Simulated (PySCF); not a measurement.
This PySCF input asks for the NMR shieldings of `COB(C#CC=O)OC`, C$_{5}$H$_{7}$BO$_{3}$; the geometry comes from GFN2-xTB.

```python
import basis_set_exchange as bse
import numpy as np
from pyscf import gto, dft
from pyscf.prop import nmr

atoms = """
C    -0.608877   -2.093075    0.154558
O    -1.164469   -0.806777    0.045663
B    -0.448776    0.339440   -0.034658
C     1.094765    0.367081   -0.002556
C     2.304514    0.336873    0.022383
C     3.731590    0.314562    0.046702
O     4.411222   -0.275349    0.844873
O    -1.073121    1.527872   -0.150457
C    -2.478314    1.643189   -0.174050
H     0.448103   -2.055976    0.428663
H    -1.166613   -2.638913    0.918062
H    -0.713610   -2.612064   -0.801915
H     4.177815    0.911431   -0.775620
H    -2.928838    0.849178   -0.772987
H    -2.875387    1.584433    0.842319
H    -2.717603    2.617040   -0.602392
"""
names = dict.fromkeys(["C", "O", "B", "H"], "pcSseg-1")
basis = {el: gto.basis.parse(bse.get_basis(n, elements=[el], fmt="nwchem")) for el, n in names.items()}
mol = gto.M(atom=atoms, basis=basis, charge=0, verbose=0)
mf = dft.RKS(mol, xc="PBE0")
mf.grids.level = 2
mf.grids.alignment = dft.numint.BLKSIZE   # the property module wants whole blocks of grid points
mf.conv_tol = 1e-9
mf.kernel()

calc = nmr.RKS(mf)   # GIAO
C = mf.mo_coeff
Co = C[:, mf.mo_occ > 0]
resp = mf.gen_response(singlet=True, hermi=2)
def vind(x):   # induced exchange potential for any number of trial vectors
    d = np.einsum("pi,xij,qj->xpq", C, 2 * x.reshape(-1, C.shape[1], Co.shape[1]), Co, optimize=True)
    return np.einsum("xpq,pi,qj->xij", resp(d - d.transpose(0, 2, 1)), C, Co, optimize=True).ravel()
mo1, _ = nmr.rhf.solve_mo1(calc, with_cphf=vind)
sigma = calc.kernel(mo1)
for i, s in enumerate(sigma):   # ppm
    print("%2d %-2s %9.2f" % (i, mol.atom_pure_symbol(i), np.trace(s) / 3))
```

Problem. What does it print?

Solution. 
```
 0 C     129.87
 1 O     218.41
 2 B      81.24
 3 C      83.75
 4 C      83.28
 5 C       5.18
 6 O    -418.85
 7 O     222.41
 8 C     132.87
 9 H      27.27
10 H      27.66
11 H      27.75
12 H      22.18
13 H      27.54
14 H      27.95
15 H      27.86
```

These numbers come from an equivalent density-fitted implementation of the same equations, which agrees with the script to about 0.01 ppm for H and up to a few tenths of a ppm for heavy atoms, so last digits may differ.

Size and cost of the density-fitted run: 188 basis functions, 34 s wall time on 1 thread of an Arm Neoverse V1, shared host; peak memory 0.83 GiB.
